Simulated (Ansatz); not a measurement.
`C[Si]1(N)CO1`, relaxed with RKS PBE0-D4/def2-TZVP in Ansatz from a PBE-D4/def2-SVP geometry. The force threshold is 0.005 eV/Å; the program also tests the step.

Charge 0, multiplicity 1.

Start:

```xyz
12

C    -0.548    1.120   -1.180
Si   -0.009   -0.160    0.069
N     0.645   -1.542   -0.729
C     0.367    0.198    1.819
O    -0.990   -0.322    1.455
H    -1.364    0.726   -1.821
H     0.287    1.427   -1.839
H    -0.936    2.013   -0.652
H     0.966   -2.348   -0.188
H     0.292   -1.827   -1.645
H     0.345    1.219    2.253
H     0.946   -0.502    2.458
```

Q: By how much does the energy fall, and how many steps does the optimiser take? (Best estimate.)

A: Ansatz gave: 2.24 kcal/mol, in 13 steps, 3 of them rejected.

Q: Which bonds change most? (An estimate is asked.)

A: Computed: Si2–O5 from 1.706 to 1.652 Å; Si2–N3 from 1.724 to 1.694 Å; Si2–C4 from 1.825 to 1.800 Å; C4–H12 from 1.110 to 1.090 Å.

Q: Give the relaxed structure. (An estimate is asked.)

A: The calculation gave: 
```xyz
12

C    -0.548    1.089   -1.159
Si   -0.028   -0.170    0.092
N     0.564   -1.547   -0.698
C     0.389    0.222    1.799
O    -0.955   -0.340    1.449
H    -1.354    0.702   -1.789
H     0.284    1.374   -1.807
H    -0.916    1.983   -0.652
H     0.859   -2.376   -0.211
H     0.424   -1.702   -1.681
H     0.320    1.222    2.226
H     0.961   -0.456    2.431
```
